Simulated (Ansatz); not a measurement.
`C#CC[SiH2][GaH2]`, 12 atoms. Charge 0, multiplicity 1. Correlated methods include outer-core shells of Ga, which these sets cover unevenly. Scalar relativity is left out up to krypton. All runs use 4 threads of an AMD EPYC 9R45 on a shared host. Correlated methods freeze the cores.

Question: Give the basis size and wall time and peak host memory of each of these runs in Ansatz. RKS PBE0-D4/def2-SVP energy; RKS PBE0-D4/def2-TZVP relaxation (12 steps); direct RPA on PBE orbitals/def2-TZVPP energy; RHF-CCSD(T)/def2-TZVPP energy; RHF-MP2/def2-QZVPP energy; RKS PBE0-D4/def2-QZVPP energy; RKS B97M-V/def2-TZVPP energy; RKS LC-ωPBE/def2-TZVPP energy; RKS PBE0-D4/def2-TZVP frequencies; RKS ωB97M-V/def2-QZVPP energy; RKS CAM-B3LYP-D4/def2-TZVPP energy; RKS ωB97M-V/def2-SVP energy. (Best estimate.)

Answer: Ansatz gave: Other jobs shared the machine, so times are rough.

```csv
level,job,functions,wall time,peak host memory (GiB)
RKS PBE0-D4/def2-SVP,energy,127,0.75 s,0.59
RKS LC-ωPBE/def2-TZVPP,energy,281,1.6 s,0.66
RKS CAM-B3LYP-D4/def2-TZVPP,energy,281,2 s,1.1
RKS ωB97M-V/def2-SVP,energy,127,2.4 s,0.59
direct RPA on PBE orbitals/def2-TZVPP,energy,281,2.6 s,0.79
RKS B97M-V/def2-TZVPP,energy,281,4.1 s,0.55
RKS PBE0-D4/def2-QZVPP,energy,540,5 s,2.6
RKS ωB97M-V/def2-QZVPP,energy,540,11 s,2.8
RHF-MP2/def2-QZVPP,energy,540,13 s,4.2
RKS PBE0-D4/def2-TZVP,relaxation (12 steps),220,25 s,0.74
RHF-CCSD(T)/def2-TZVPP,energy,281,86 s,7.9
RKS PBE0-D4/def2-TZVP,frequencies,220,100 s,0.76
```

LC-ωPBE has ω = 0.4 bohr⁻¹.
